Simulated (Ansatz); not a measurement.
Gas-phase electronic energies from Ansatz, PBE0-D4/def2-TZVP geometries. CCSD(T)/CBS is the MP2 limit (def2-TZVPP, def2-QZVPP) plus CCSD(T) − MP2 in def2-TZVPP, frozen cores. DFT in def2-TZVPP. Each species was taken in one conformer, which may not be the lowest.

Consider the formal exchange of groups at the Al–O bond: `[OH][Al]([O][SiH3])[O][SiH3]` + `C=C=C(F)Cl` → `[OH][Al]([F])[O][SiH3]` + `C=C=C(Cl)O[SiH3]`.

(1) Is it downhill or uphill in electronic energy at CCSD(T)/CBS, and by how much? (An estimate is asked.)

(2) What do these levels give: BLYP-D4, ωB97X-V, B2PLYP, RPA@PBE/def2-TZVPP, HF/def2-TZVPP, SCS-MP2/def2-TZVPP? (Best estimate.)

Largest T1 diagnostic among the species: 0.013.

## Answers

(1) Ansatz gave: Downhill: ΔE = -43.3 kJ/mol.

(2) Computed: BLYP-D4 -40.2, ωB97X-V -36.4, B2PLYP -37.9, RPA@PBE/def2-TZVPP -37.3, HF/def2-TZVPP -27.1, SCS-MP2/def2-TZVPP -41.6 kJ/mol.

Leaving LDA and LC-ωPBE aside and taking each functional with its dispersion term where it has one, the values, not all of them listed here, spread over 9.8 kJ/mol, from revPBE-D4 to B97M-V. LDA lies −3.2 kJ/mol from PBE without D4. The D4 term adds −4.5 kJ/mol with B3LYP and −2.1 kJ/mol with PBE0; it sums over pairs of atoms, weighted by their polarisabilities, and B3LYP, whose exchange is more repulsive, gets the larger term. In def2-TZVPP, CCSD(T) changes the Hartree–Fock value by −12.2 kJ/mol (the triples alone add −2.3 kJ/mol) and MP2 by −19.6 kJ/mol.

B3LYP here is the variant with VWN-RPA as its local correlation; programs differ in this.
